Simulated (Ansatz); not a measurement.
C2H3B (SMILES BC#C) moved off its minimum; all values from Ansatz (an electronic-structure program), cores frozen in correlated methods.
(charge 0, multiplicity 1)
```xyz
6

B     -1.1808    -0.0304    -0.7039
C      0.1616    -0.0885     0.1279
C      1.3631     0.1446     0.6213
H      2.0450     0.1763     1.1669
H     -1.9745     0.7866    -0.7804
H     -1.3039    -1.0174    -1.3903
```

Task: Give the forces (eV/Å), the total energy and the dipole at CCSD(T)/cc-pVTZ.

Result: 
```tsv
atom	Fx	Fy	Fz
B1	2.275	-2.171	-0.020
C2	4.895	2.193	1.800
C3	-17.291	-2.047	-10.454
H4	10.948	0.583	8.160
H5	-0.611	1.152	0.371
H6	-0.216	0.289	0.143
```
Energy -102.5043 hartree, dipole 0.49 D.

Doubts at one or more of the structures used: a restricted determinant that unrestricted orbitals would lower (CCSD(T)/cc-pVTZ).
